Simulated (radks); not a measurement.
Correlation energies from several functionals, in hartree. Species: In2+ [Kr] 4d10 5s1; Cd2+ [Kr] 4d10; K [Ar] 4s1; Pd43+ [He] 2s1. Calculated with a radial shooting solver on a logarithmic mesh with Libxc functionals: non-relativistic Kohn-Sham, r2SCAN, spin-polarised, spherical densities, point nucleus; meta-GGA in the generalised Kohn-Sham scheme. Every spin shell is full or empty, so the densities are truly spherical. Functionals are evaluated on that one density, not self-consistently.

[
 {"functional": "PW92", "In2+": "-4.5666", "Cd2+": "-4.4738", "K": "-1.4888", "Pd43+": "-0.35837"},
 {"functional": "VWN5", "In2+": "-4.5870", "Cd2+": "-4.4937", "K": "-1.4956", "Pd43+": "-0.35908"},
 {"functional": "PZ", "In2+": "-4.5641", "Cd2+": "-4.4715", "K": "-1.4862", "Pd43+": "-0.35892"},
 {"functional": "Wigner", "In2+": "-2.5103", "Cd2+": "-2.4783", "K": "-0.94719", "Pd43+": "-0.11952"},
 {"functional": "Chachiyo", "In2+": "-4.5067", "Cd2+": "-4.4149", "K": "-1.4627", "Pd43+": "-0.35555"},
 {"functional": "PBEsol", "In2+": "-2.8743", "Cd2+": "-2.8184", "K": "-0.84970", "Pd43+": "-0.077996"},
 {"functional": "LYP", "In2+": "-2.4149", "Cd2+": "-2.3670", "K": "-0.78069", "Pd43+": "-0.094844"},
 {"functional": "AM05", "In2+": "-4.2558", "Cd2+": "-4.1684", "K": "-1.3538", "Pd43+": "-0.31386"},
 {"functional": "TPSS", "In2+": "-2.5431", "Cd2+": "-2.4964", "K": "-0.73466", "Pd43+": "-0.057366"},
 {"functional": "revTPSS", "In2+": "-2.5716", "Cd2+": "-2.5244", "K": "-0.75194", "Pd43+": "-0.059196"},
 {"functional": "r2SCAN", "In2+": "-2.5425", "Cd2+": "-2.4871", "K": "-0.72785", "Pd43+": "-0.063060"},
 {"functional": "B95", "In2+": "-3.0997", "Cd2+": "-3.0342", "K": "-0.85512", "Pd43+": "-0.12724"}
]
